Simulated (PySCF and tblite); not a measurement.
The numbers below are computed, except where a source is named.
C4H9FSSi, numbered as in [F:1][C@@H:2]1[S:3][CH2:4][CH2:5][C@@H:6]1[SiH3:7].

The ensemble was built from 60 distance-geometry starts (ETKDG and KDG, MMFF94s, GFN2-xTB) and rests on GFN2-xTB geometries. Weights use PBE0-D3(BJ)/pcSseg-1 energies plus GFN2-xTB zero-point and thermal terms (modes under about 100 cm⁻¹ blended into free rotors). Symmetry numbers and mirror images are counted. Conformers within 2.5 kcal/mol (GFN2-xTB free energy) were kept, 6 at most. GIAO shieldings: PBE0/pcSseg-1. Shifts are against TMS (¹H), TMS (¹³C), CFCl3 (¹⁹F), TMS (²⁹Si) at the same level; of two unlike H on one atom, a is the less shielded. Codes: tblite and PySCF.

Question: Predict the averaged NMR shifts at 298.15 K.

Answer: ¹H: 6.26 (H2, 1H), 3.90 (H7, 3H), 3.21 (H4a, 1H), 2.89 (H4b, 1H), 2.10 (H5a, 1H), 1.97 (H5b, 1H), 1.10 (H6, 1H) ppm. ¹³C: 111.5 (C2), 40.5 (C4), 38.4 (C6), 35.1 (C5) ppm. ¹⁹F: -166.3 (F1) ppm. ²⁹Si: -72.6 (Si7) ppm.

Question: How do the conformers differ?

Answer: The 5-ring runs over atoms 2–3–4–5–6.
| conformer | shape | weight % |
| --- | --- | --- |
| 1 | 5-ring twist (ring torsions 13, -38, 50, -39, 16°) | 99.6 |
| 2 | 5-ring envelope (ring torsions -24, 44, -46, 27, -2°) | 0.4 |

```json
{"signal": "H2", "1": "6.26", "2": "6.81", "average": "6.26"}
{"signal": "H4a", "1": "3.21", "2": "3.27", "average": "3.21"}
{"signal": "H4b", "1": "2.89", "2": "2.69", "average": "2.89"}
{"signal": "H5a", "1": "2.10", "2": "2.08", "average": "2.10"}
{"signal": "H5b", "1": "1.97", "2": "2.10", "average": "1.97"}
{"signal": "H6", "1": "1.09", "2": "2.42", "average": "1.10"}
{"signal": "H7", "1": "3.90", "2": "3.86", "average": "3.90"}
{"signal": "C2", "1": "111.5", "2": "111.6", "average": "111.5"}
{"signal": "C4", "1": "40.5", "2": "37.3", "average": "40.5"}
{"signal": "C5", "1": "35.1", "2": "38.2", "average": "35.1"}
{"signal": "C6", "1": "38.4", "2": "35.9", "average": "38.4"}
{"signal": "F1", "1": "-166.3", "2": "-171.9", "average": "-166.3"}
{"signal": "Si7", "1": "-72.7", "2": "-70.0", "average": "-72.6"}
```

Unscaled ¹⁹F and ²⁹Si shifts at such levels can be off by tens of ppm; differences between conformers or isomers are more reliable. Shifts are unscaled: against experiment ¹³C can be off by 15 ppm or more and ¹H by 0.8 ppm.
